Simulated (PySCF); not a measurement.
Compound: C7H7ClN (doublet state).
Geometry (GFN2-xTB, Å), atoms numbered from 1 in this order:
```xyz
16
C7H7ClN angstrom
C      1.9671   -1.0438    0.5313
C      1.3571    0.0440    0.0628
C      2.0640    0.9958   -0.7138
N      2.6273    1.7667   -1.3469
C     -0.0827    0.3655    0.3024
Cl    -0.0244    1.4752    1.8443
C     -0.8974    0.9642   -0.7381
C     -2.0083   -0.0006   -0.5643
C     -1.1367   -0.7389    0.4742
H      3.0093   -1.2283    0.3329
H      1.4427   -1.7652    1.1337
H     -0.7728    1.8493   -1.3289
H     -2.9302    0.4306   -0.1642
H     -2.2720   -0.5761   -1.4546
H     -0.7923   -1.7170    0.1461
H     -1.5583   -0.8124    1.4720
```

The hyperfine couplings belong to this conformer and change with its torsions.

The species is `C=C(C#N)[C@@]1(Cl)[CH]CC1` [radical].

Level of theory: UKS B3LYP, pcH-1 on C Cl H N, non-relativistic, mean-field spin-orbit, GIAO (PySCF). Isolated species at its GFN2-xTB geometry (one conformer only). A GFN2-xTB geometry isn't a minimum of the functional, and hyperfine couplings can be far from their values at a DFT geometry. No stability test was run, so a lower SCF solution isn't excluded.

The Mulliken spin populations are largest on C7 (+0.90), Cl6 (+0.14) and C8 (-0.08). The angles at C7 add up to 359.7°, so it is planar; its axial dipolar tensor and the negative coupling of its proton fit spin in a p orbital normal to that plane.

(1) Find Q in a(H) = Q·ρ(C) for the protons on the planar carbons that carry spin.

(2) How do the β-proton couplings of this frozen conformer go with θ, the angle between the C–H bond and the normal to the plane of the spin centre's three neighbours, both seen down the bond from centre to carbon?

Results:

(1) 
| H | C | ρ(C) | a(H) (G) | a/ρ (G) |
| --- | --- | --- | --- | --- |
| H12 | C7 | +0.901 | -20.48 | -22.7 |

One proton gives one ratio, Q = -22.7 G, and no test of linearity. In McConnell's picture π spin on carbon polarises the C–H bond and leaves opposite spin at the proton, which makes Q negative, as found here.

(2) 
| β H | on | centre | θ (°) | cos²θ | a (G) |
| --- | --- | --- | --- | --- | --- |
| H13 | C8 | C7 | 24 | 0.83 | +43.34 |
| H14 | C8 | C7 | 30 | 0.75 | +36.73 |

Couplings in gauss use g_iso = 2.0041.

The run took 2.3 min wall (grids of density and orbitals included) on one thread, Arm Neoverse V1 (aarch64), on a shared host, and the process peaked at 1.1 GiB of memory.
